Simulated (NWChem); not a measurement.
C$_{7}$H$_{7}$, doublet; SMILES [CH]1C2C=CC1C=C2

```xyz
14

C     -1.3450    -0.0675     0.0000
C     -0.3112     0.0090     1.1267
C      0.5312    -1.2096     0.6705
C      0.5312    -1.2096    -0.6705
C     -0.3112     0.0090    -1.1267
C      0.4223     1.2863    -0.6684
C      0.4223     1.2863     0.6684
H     -2.1498    -0.8038     0.0000
H     -0.6579    -0.0094     2.1611
H      1.0316    -1.9033     1.3380
H      1.0316    -1.9033    -1.3380
H     -0.6579    -0.0094    -2.1611
H      0.8827     2.0030    -1.3391
H      0.8827     2.0030     1.3391
```
Atoms are numbered in this order, from 1.

Computed with NWChem. Pople sets run with spherical d functions. Spin-unrestricted. In the optimisation the excess spin sits in a' (Cs, its own frame). Geometry: optimised at B3LYP/6-31G* (spherical d), spin-unrestricted. No stability test was run on the SCF state.

Q: Taking PBE/6-311G** as the yardstick, which of these has the fewest basis functions while keeping “dipole (D)” within 0.2 D of it: PBE/6-31G*; PBE/STO-3G; PBE/6-31+G*; PBE/3-21G?

A: PBE/3-21G.
| level | basis functions | dipole (D) | relative time (rough) |
|---|---|---|---|
| PBE/STO-3G | 42 | 0.49 | 1 |
| PBE/3-21G | 77 | 0.84 | 2 |
| PBE/6-31G* | 112 | 0.80 | 4 |
| PBE/6-31+G* | 140 | 0.92 | 9 |
| PBE/6-311G** | 168 | 0.82 | 8 |

The yardstick is one finite set, not the basis-set limit.
